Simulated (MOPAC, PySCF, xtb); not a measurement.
Complex: CH3F (SMILES CF) (first 5 atoms) with CH2O2 (SMILES O=CO); geometry from B3LYP-D3(BJ)/def2-TZVP, rigid monomers moved along the line of their centres of mass till F2···H10 is 2.52 Å.
(charge 0, multiplicity 1):
```
atom    x (Å)    y (Å)    z (Å)
----  -------  -------  -------
C      0.2135  -0.1638   0.4718
F      0.6490  -1.2473   1.2661
H     -0.5465  -0.5410  -0.2101
H     -0.1908   0.5944   1.1383
H      1.0763   0.2085  -0.0777
O     -0.6433   1.1228   4.1981
C     -0.3069   0.2949   5.0031
O      0.2579  -0.8783   4.7253
H     -0.4271   0.4082   6.0886
H      0.3590  -0.9667   3.7539
```

Counterpoise-corrected where a basis set is named; no monomer relaxation. Rows marked so take none.

Rows in 6-31G* carry no dispersion term and start afresh at each structure (6-31G* with six Cartesian d functions). The state that PM6 reach isn't checked.

The values were computed with MOPAC for PM6 (differences of heats of formation); PySCF for 6-31G* rows; xtb for the GFN methods. Values without a source in brackets are computed.

Q: One of these levels gives -5.08 kcal/mol for the interaction energy. Name it.
(A) PM6
(B) GFN2-xTB
(C) BP86/6-31G* (no counterpoise)

A: C, BP86/6-31G* (no counterpoise). The others give -1.38 (PM6), -3.87 (GFN2-xTB)
